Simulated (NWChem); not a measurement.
Molecule: SiHOCl₂F; SMILES O[Si](Cl)(Cl)F

```xyz
6

O     -1.2921    -0.0997    -1.3477
Si    -0.3355    -0.0116    -0.0092
F     -1.2270     0.0284     1.3459
Cl     0.8204    -1.6909     0.0262
Cl     0.8168     1.6899    -0.0032
H     -1.7554     0.7208    -1.5944
```
Atoms are numbered in this order, from 1.

All runs: NWChem. Pople sets run with spherical d functions. All runs use the structure optimised with PBE-D3(BJ)/def2-SVP. Total energies compare along this basis series because the functional is fixed.

```
level            basis functions  energy (Ha)  highest occupied level (eV)  orbital gap (eV)  dipole (D)  relative time
---------------  ---------------  -----------  ---------------------------  ----------------  ----------  -------------
TPSS/STO-3G                   38   -1369.8876                        -4.58              6.34        3.05              1
TPSS/3-21G                    59   -1378.8647                        -8.41              6.89        2.58              1
TPSS/6-31G*                   84   -1385.7740                        -8.23              7.32        2.00              4
TPSS/6-31+G*                 104   -1385.7888                        -8.38              6.92        1.85              6
TPSS/6-311G**                120   -1385.9192                        -8.41              7.19        1.98              5
TPSS/6-311++G**              141   -1385.9286                        -8.42              6.90        1.81              9
```

Relative times are rough (shared machine, one core).
